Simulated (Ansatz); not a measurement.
Compare A (`CO[SiH](O)[SiH3]`) with its isomer B (`C[Si](O)(O)[SiH3]`).

Computed with Ansatz on PBE0-D4/def2-TZVP structures; ΔE is electronic, products minus reactants. CCSD(T)/CBS adds triple-zeta CCSD(T) − MP2 to the extrapolated MP2 energy (def2 sets, frozen cores). Functionals use def2-TZVPP. B3LYP here is the variant with VWN-RPA as its local correlation; programs differ in this. One conformer a species, not always the lowest.

Which isomer does CCSD(T)/CBS put lower? Give the gap. (Estimate.)

The calculation gave: B, by 24.1 kcal/mol.

Give E(B) − E(A) in kcal/mol with PBE-D4, CCSD(T)/def2-TZVPP, B3LYP, CCSD/def2-TZVPP, r2SCAN-D4, PBE0-D4, MP2/def2-TZVPP. (Estimate.)

The calculation gave: PBE-D4 -23.3, CCSD(T)/def2-TZVPP -23.3, B3LYP -21.6, CCSD/def2-TZVPP -23.0, r2SCAN-D4 -24.2, PBE0-D4 -23.9, MP2/def2-TZVPP -24.8. None reverses the order clearly.

Largest T1 diagnostic: 0.012.

In def2-TZVPP, CCSD(T) changes the Hartree–Fock value by −3.2 kcal/mol (the triples alone add −0.2 kcal/mol) and MP2 by −4.7 kcal/mol.
